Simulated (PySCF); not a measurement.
## `N#CC[C@H]1C[SiH2]C=CO1`: 4 charge schemes on one density

Compound: C6H9NOSi.
Cartesian coordinates in Å at the GFN2-xTB level; atoms count from 1:
```xyz
18
C6H9NOSi angstrom
N      3.5790    0.9105    1.1768
C      2.9082    0.2905    0.4897
C      2.0505   -0.4845   -0.3648
C      0.5771   -0.3550    0.0623
C      0.0383    1.0537   -0.1439
Si    -1.7405    1.1001    0.5392
C     -2.2996   -0.5988   -0.0024
C     -1.4476   -1.4598   -0.5600
O     -0.1097   -1.3497   -0.6870
H      2.1613   -0.1398   -1.3968
H      2.3504   -1.5350   -0.3147
H      0.4889   -0.6168    1.1304
H      0.0619    1.2908   -1.2086
H      0.7010    1.7543    0.3619
H     -1.7183    1.2745    1.9956
H     -2.5066    2.1622   -0.1161
H     -3.3380   -0.8882    0.0212
H     -1.7650   -2.4024   -0.9944
```

Density: PBE0/pcSseg-1 (PySCF); schemes: Mulliken, IAO, Hirshfeld and ESP-fitted. One conformer (not necessarily the lowest) at the GFN2-xTB geometry, without solvent, vibrations or thermal averaging.

Task: Give the atomic charges in each scheme.

Result: In e:

```csv
atom,environment,Mulliken,IAO,Hirshfeld,ESP-fitted
N1,nitrile nitrogen,-0.244,-0.245,-0.226,-0.498
C2,nitrile carbon,+0.042,+0.139,+0.090,+0.487
C3,sp3 carbon next to a nitrile,-0.136,-0.302,-0.046,-0.626
C4,sp3 carbon bound to oxygen,0.000,+0.108,+0.061,+0.672
C5,sp3 carbon bound to silicon,-0.492,-0.565,-0.170,-0.614
Si6,SiH2 silicon,+0.726,+0.765,+0.336,+0.696
C7,alkene CH carbon,-0.526,-0.548,-0.195,-0.658
C8,vinylic carbon bearing oxygen,+0.193,+0.085,+0.039,+0.151
O9,cyclic ether oxygen,-0.467,-0.339,-0.100,-0.398
H10,methylene hydrogen,+0.171,+0.183,+0.068,+0.215
H11,methylene hydrogen,+0.179,+0.190,+0.069,+0.202
H12,methine hydrogen,+0.143,+0.134,+0.041,-0.013
H13,methylene hydrogen,+0.147,+0.150,+0.041,+0.172
H14,methylene hydrogen,+0.172,+0.162,+0.044,+0.141
H15,Si–H hydrogen,-0.067,-0.126,-0.077,-0.150
H16,Si–H hydrogen,-0.080,-0.119,-0.075,-0.138
H17,vinylic hydrogen,+0.129,+0.167,+0.043,+0.222
H18,vinylic hydrogen,+0.109,+0.161,+0.057,+0.138
```

Mean size of the charges over all atoms: ESP-fitted 0.344 e, IAO 0.249 e, Mulliken 0.223 e, Hirshfeld 0.099 e. Each set sums to the total charge, 0, to within 0.001 e. The Mulliken scheme counts on each atom the diagonal of the density matrix times the overlap matrix over that atom's basis functions.

Lowest charge. The schemes don't all agree: Mulliken C7 (-0.526); IAO C5 (-0.565); Hirshfeld N1 (-0.226); ESP-fitted C7 (-0.658).

Highest charge. All schemes agree: Mulliken Si6 (+0.726); IAO Si6 (+0.765); Hirshfeld Si6 (+0.336); ESP-fitted Si6 (+0.696).

Task: How many electrons does the Hirshfeld scheme count on C5?

Result: Z − q = 6 − (-0.170) = 6.170.

Task: Sum the charges by element, for elements with more than one atom.

Result: 
```tsv
element	atoms	Mulliken	IAO	Hirshfeld	ESP-fitted
C	6	-0.919	-1.082	-0.221	-0.589
H	9	+0.905	+0.901	+0.210	+0.789
```
